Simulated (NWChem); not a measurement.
System: SiNH₃OClF; SMILES N[Si](O)(F)Cl

Input file for NWChem:

```
start job
memory heap 200 mb stack 900 mb global 1100 mb
geometry units angstroms noautoz
  N     -0.999647    -1.185931     1.004947
  Si     0.038152    -0.315653    -0.023563
  O      1.613993    -0.606148     0.319116
  F     -0.353968    -0.778973    -1.518328
  Cl    -0.140741     1.724271     0.012831
  H     -0.940855    -1.063040     2.009508
  H     -1.955134    -1.357121     0.710926
  H      1.841728    -1.534035     0.438425
end
basis spherical
  * library 6-31g*
end
dft
  xc scan
  grid fine
  iterations 150
  mulliken
end
task dft gradient
```

Excerpt of the output:

```
             Northwest Computational Chemistry Package (NWChem) 7.3.0
             --------------------------------------------------------

 C1  symmetry detected

                             Geometry "geometry" -> ""
                             -------------------------

 Output coordinates in angstroms (scale by  1.889725989 to convert to a.u.)

  No.       Tag          Charge          X              Y              Z
 ---- ---------------- ---------- -------------- -------------- --------------
    1 N                    7.0000    -0.47970276     1.17475942    -1.36643456
    2 Si                  14.0000     0.02856825     0.32990518     0.01925129
    3 O                    8.0000     1.59215535     0.65417902     0.38685564
    4 F                    9.0000    -0.97908012     0.78796901     1.19294981
    5 Cl                  17.0000    -0.07864139    -1.71353810    -0.06713607
    6 H                    1.0000     0.00930961     1.05085339    -2.24576140
    7 H                    1.0000    -1.47153110     1.32558393    -1.51555962
    8 H                    1.0000     1.83156723     1.58656867     0.36676468

 Effective nuclear repulsion energy (a.u.)     316.4094476213

                                 NWChem DFT Module
                                 -----------------

 Summary of "ao basis" -> "ao basis" (spherical)
 ------------------------------------------------------------------------------
       Tag                 Description            Shells   Functions and Types
 ---------------- ------------------------------  ------  ---------------------
 N                           6-31g*                  6       14   3s2p1d
 Si                          6-31g*                  8       18   4s3p1d
 O                           6-31g*                  6       14   3s2p1d
 F                           6-31g*                  6       14   3s2p1d
 Cl                          6-31g*                  8       18   4s3p1d
 H                           6-31g*                  2        2   2s

            General Information
            -------------------
          SCF calculation type: DFT
          Wavefunction type:  closed shell.
          No. of atoms     :     8
          No. of electrons :    58
           Alpha electrons :    29
            Beta electrons :    29
          Charge           :     0
          Spin multiplicity:     1
          Use of symmetry is: off; symmetry adaption is: off
          Maximum number of iterations: 150
          AO basis - number of functions:    84
                     number of shells:    40
          Convergence on energy requested:  1.00D-06
          Convergence on density requested:  1.00D-05
          Convergence on gradient requested:  5.00D-04

              XC Information
              --------------
                         SCAN Method XC Functional
                  SCAN metaGGA Exchange Functional  1.000
                        SCAN Correlation Potential  1.000

             Grid Information
             ----------------
          Grid used for XC integration:  fine
          Radial quadrature: Mura-Knowles
          Angular quadrature: Lebedev.
          Tag              B.-S. Rad. Rad. Pts. Rad. Cut. Ang. Pts.
          ---              ---------- --------- --------- ---------
          N                   0.65       70          10.0       590
          Si                  1.10      123           8.0       770
          O                   0.60       70          10.0       590
          F                   0.50       70          10.0       590
          Cl                  1.00      123          10.0       770
          H                   0.35       60          11.0       590
          Grid pruning is: on
          Number of quadrature shells:   636
          Spatial weights used:  Erf1

      Superposition of Atomic Density Guess
      -------------------------------------

 Sum of atomic energies:        -978.18301036

      Non-variational initial energy
      ------------------------------

 Total energy =    -979.728691
 1-e energy   =   -1983.125824
 2-e energy   =     686.987686
 HOMO         =      -0.363273
 LUMO         =       0.046394

     ---------------------------------------------
      Total Density - Mulliken Population Analysis
     ---------------------------------------------

    Atom       Charge   Shell Charges
 -----------   ------   -------------------------------------------------------
    1 N    7     8.18   2.00  0.82  2.67  0.81  1.88  0.01
    2 Si  14    12.28   2.00  2.00  5.97  0.70  1.06  0.05  0.21  0.30
    3 O    8     9.00   2.00  0.93  3.13  0.90  2.03  0.01
    4 F    9     9.60   2.00  0.95  3.46  1.00  2.18  0.01
    5 Cl  17    17.40   2.00  2.00  5.98  1.37  3.70  0.56  1.78  0.01
    6 H    1     0.55   0.40  0.15
    7 H    1     0.55   0.40  0.15
    8 H    1     0.44   0.35  0.09

   convergence    iter        energy       DeltaE   RMS-Dens  Diis-err
 ---------------- ----- ----------------- --------- --------- ---------
 d= 0,ls=0.0,diis     1   -981.3453282238 -1.30D+03  1.63D-02  9.45D-01
 d= 0,ls=0.0,diis     2   -981.2815577824  6.38D-02  8.97D-03  1.73D+00
 d= 0,ls=0.0,diis     3   -981.4401982127 -1.59D-01  1.64D-03  4.02D-02
 d= 0,ls=0.0,diis     4   -981.4427663414 -2.57D-03  8.09D-04  8.28D-03
 d= 0,ls=0.0,diis     5   -981.4436999932 -9.34D-04  1.76D-04  4.21D-04
  Resetting Diis
 d= 0,ls=0.0,diis     6   -981.4437428008 -4.28D-05  6.28D-05  3.72D-05
 d= 0,ls=0.0,diis     7   -981.4437477667 -4.97D-06  1.34D-05  6.14D-07
 d= 0,ls=0.0,diis     8   -981.4437476958  7.09D-08  8.24D-06  1.36D-06

         Total DFT energy =     -981.443747695814
      One electron energy =    -1986.844996324768
           Coulomb energy =      765.460734504437
    Exchange-Corr. energy =      -76.468933496814
 Nuclear repulsion energy =      316.409447621331

 Numeric. integr. density =       57.999999884221

                       DFT Final Molecular Orbital Analysis
                       ------------------------------------

 Vector   27  Occ=2.000000D+00  E=-3.080561D-01
              MO Center= -4.0D-03, -1.2D+00, -1.6D-01, r^2= 2.5D+00
   Bfn.  Coefficient  Atom+Function         Bfn.  Coefficient  Atom+Function
  ----- ------------  ---------------      ----- ------------  ---------------
    69      0.502183  5 Cl pz                67      0.403616  5 Cl px
    73      0.277442  5 Cl pz                71      0.214626  5 Cl px
    65     -0.197149  5 Cl pz                63     -0.158127  5 Cl px
     4      0.143719  1 N  py                37     -0.142779  3 O  pz
     8      0.119642  1 N  py                41     -0.116377  3 O  pz

 Vector   28  Occ=2.000000D+00  E=-2.966142D-01
              MO Center=  2.4D-01, -1.0D+00,  7.3D-02, r^2= 2.8D+00
   Bfn.  Coefficient  Atom+Function         Bfn.  Coefficient  Atom+Function
  ----- ------------  ---------------      ----- ------------  ---------------
    67      0.547374  5 Cl px                69     -0.304483  5 Cl pz
    71      0.296539  5 Cl px                37      0.273487  3 O  pz
    63     -0.213956  5 Cl px                41      0.212790  3 O  pz
    73     -0.172116  5 Cl pz                50     -0.127442  4 F  py
    65      0.119248  5 Cl pz                54     -0.094246  4 F  py

 Vector   29  Occ=2.000000D+00  E=-2.553900D-01
              MO Center= -3.4D-01,  7.7D-01, -1.1D+00, r^2= 2.5D+00
   Bfn.  Coefficient  Atom+Function         Bfn.  Coefficient  Atom+Function
  ----- ------------  ---------------      ----- ------------  ---------------
     4      0.497804  1 N  py                 8      0.426859  1 N  py
    69     -0.250378  5 Cl pz                68      0.153630  5 Cl py
     3      0.144658  1 N  px                73     -0.130803  5 Cl pz
     7      0.123982  1 N  px                 5      0.106241  1 N  pz
     6      0.100780  1 N  s                 72      0.098933  5 Cl py

 Vector   30  Occ=0.000000D+00  E= 1.685463D-02
              MO Center=  3.1D-01,  4.5D-01, -3.3D-01, r^2= 4.9D+00
   Bfn.  Coefficient  Atom+Function         Bfn.  Coefficient  Atom+Function
  ----- ------------  ---------------      ----- ------------  ---------------
    24      1.155799  2 Si s                  6     -0.815686  1 N  s
    38     -0.618412  3 O  s                 84      0.451794  8 H  s
    72     -0.404989  5 Cl py                82      0.353499  7 H  s
    70     -0.333766  5 Cl s                 20      0.304898  2 Si s
    80      0.295657  6 H  s                 68     -0.276273  5 Cl py

 Vector   31  Occ=0.000000D+00  E= 6.498353D-02
              MO Center=  3.5D-02,  5.7D-01, -2.5D-01, r^2= 4.8D+00
   Bfn.  Coefficient  Atom+Function         Bfn.  Coefficient  Atom+Function
  ----- ------------  ---------------      ----- ------------  ---------------
    25      0.772479  2 Si px                38     -0.635099  3 O  s
    80     -0.544112  6 H  s                  6      0.516506  1 N  s
    84      0.472111  8 H  s                 21      0.429506  2 Si px
    52      0.333486  4 F  s                 24     -0.304822  2 Si s
    71     -0.189112  5 Cl px                67     -0.183123  5 Cl px

[...]

                         DFT ENERGY GRADIENTS

    atom               coordinates                        gradient
                 x          y          z           x          y          z
   1 N      -0.906507   2.219973  -2.582187   -0.000114  -0.000020   0.000657
   2 Si      0.053986   0.623430   0.036380    0.003729  -0.004173  -0.007875
   3 O       3.008737   1.236219   0.731051    0.002609   0.007005   0.000984
   4 F      -1.850193   1.489046   2.254348   -0.004976   0.002780   0.006802
   5 Cl     -0.148611  -3.238117  -0.126869   -0.000663  -0.001105   0.000106
   6 H       0.017593   1.985825  -4.243874    0.000679   0.000198  -0.000862
   7 H      -2.780791   2.504990  -2.863992   -0.001117   0.000227  -0.000230
   8 H       3.461160   2.998180   0.693085   -0.000147  -0.004913   0.000418
```

Level: SCAN/6-31G* (spherical d). Structure relaxed at the PBE0/def2-SVP level.
